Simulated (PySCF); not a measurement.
C3H4BrF, SMILES C(=C(\F)C)/Br.

Geometry optimised at B3LYP-D3(BJ)/def2-SVP.

The numbers are results of PBE/def2-TZVP in PySCF, not measurements.

Symmetry labels are those of the subgroup Cs that the program uses (full group Cs).

Computed valence orbital energies around the gap with their symmetry:
| orbital | symmetry | energy (eV) |
|---|---|---|
| HOMO−7 | A" | -11.72 |
| HOMO−6 | A' | -10.20 |
| HOMO−5 | A" | -10.02 |
| HOMO−4 | A' | -9.82 |
| HOMO−3 | A' | -9.06 |
| HOMO−2 | A" | -8.19 |
| HOMO−1 | A' | -7.11 |
| HOMO | A" | -5.86 |
| LUMO | A' | -1.06 |
| LUMO+1 | A" | -1.00 |
| LUMO+2 | A' | 0.67 |
| LUMO+3 | A' | 1.31 |
